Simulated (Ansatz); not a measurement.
Two isomers of Cl2H4O2Si2: A = `O[SiH](O)[SiH](Cl)Cl`, B = `O[Si](O)(Cl)[SiH2]Cl`.

Isolated molecules relaxed with PBE0-D4/def2-TZVP in Ansatz; ΔE leaves out vibrations. CBS: MP2 limit from def2 TZ/QZ plus the TZ coupled-cluster correction, frozen cores. Functionals use def2-TZVPP. B3LYP here is the variant with VWN-RPA as its local correlation; programs differ in this. One conformer a species, not always the lowest.

A:

```xyz
10

O    -1.865    0.424   -0.300
Si   -0.367    0.768    0.269
O    -0.189    0.546    1.886
Si    1.153   -0.763   -0.652
Cl    0.128   -2.551   -0.773
Cl    1.676   -0.171   -2.547
H    -2.117   -0.502   -0.342
H    -0.136    2.181   -0.116
H    -0.690    1.101    2.488
H     2.407   -1.033    0.086
```

B:

Z-matrix (Å, degrees):
```
Si
O 1 1.625
Cl 1 2.065 2 111.5
O 1 1.634 2 108.6 3 -118.6
Si 1 2.334 2 107.8 3 118.1
H 2 0.960 1 119.0 3 66.7
H 4 0.959 1 117.9 2 162.3
Cl 5 2.066 1 105.7 2 173.3
H 5 1.483 1 112.4 2 55.8
H 5 1.483 1 112.4 2 -68.8
```

Q: Which is lower in electronic energy at CCSD(T)/CBS, and by how much? (Estimate.)

A: The calculation gave: B, by 16.7 kJ/mol.

Q: Give E(B) − E(A) in kJ/mol with CCSD/def2-TZVPP, PBE-D4, B3LYP, B2PLYP, CCSD(T)/def2-TZVPP, B3LYP-D4, MP2/def2-TZVPP. (Best estimate.)

A: Computed: CCSD/def2-TZVPP -17.8, PBE-D4 -15.1, B3LYP -15.4, B2PLYP -15.9, CCSD(T)/def2-TZVPP -17.3, B3LYP-D4 -16.3, MP2/def2-TZVPP -16.3. None reverses the order clearly.

Largest T1 diagnostic: 0.011.
